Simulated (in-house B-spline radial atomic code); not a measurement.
Settings and results of a run for the aluminium ion Al²⁺. Method: Dirac-Kohn-Sham LC-wPBE, spherical fractional occupations, Fermi nucleus of rms radius 3.061 fm. Calculated with a radial B-spline atomic code at the basis-set limit.

Command:
```bash
python run_scf.py task.json out
```
Settings (nuclear radius in fm, mass in u):
```
Z                13
configuration    [Ne] 3s1
hamiltonian      dirac
method           lc_wpbe
spin_polarised   False
nucleus          fermi
rms_radius       3.061
atomic_mass      26.98154
speed_of_light   137.035999084
```

Output (hartree, bohr):
```
 radial grid: 70 intervals, B-splines of order 8, outer radius 25.5556 bohr

 iter        energy (Eh)    residual
    1        -240.459434    2.18e-01
    2        -241.440088    1.46e-01
    3        -241.717807    3.79e-02
    4        -241.738244    1.00e-02
    5        -241.739395    4.69e-03
    6        -241.739749    2.71e-04
    7        -241.739750    3.38e-05
    8        -241.739750    1.68e-06
    9        -241.739750    7.78e-08

 total energy                      -241.73975
 kinetic                             242.2841
 electron-nucleus                   -570.0937
 Hartree                             104.0164
 exact exchange                       -2.2824
 exchange-correlation                -15.6642

 first-order corrections (not in the total)
   Gaunt                             0.0451
   retardation                      -0.0029
   frequency dependence             -0.0000
   self-energy                       0.0292
   Uehling                          -0.0017
   Wichmann-Kroll                    0.0000
   recoil                            0.0042

 orbital      occ     eigenvalue          <r>       <r^2>       <1/r>       <r^4>       r_max    small
 1s1/2      2.000       -56.5482     0.120169   0.0194557     12.6347  0.00098231     0.07833  2.11e-03
 2s1/2      2.000        -4.9683     0.624645    0.467551     2.34439    0.409229      0.4961  2.87e-04
 2p1/2      2.000        -3.5533     0.598968    0.455253     2.22312    0.470838      0.4272  2.66e-04
 2p3/2      4.000        -3.5369     0.601153    0.458424     2.21285    0.477079      0.4288  2.64e-04
 3s1/2      1.000        -0.8673       2.2597     5.85705    0.597454     54.7702       1.955  3.84e-05
```

Cost of the run: 1.4 s on 1 thread of Arm Neoverse V1 (shared host).

For the Dirac Hamiltonian the kinetic term is c α·p + (β - 1)c².

Caution: exact exchange at fractional occupations of open shells leaves self-interaction of up to several eV.
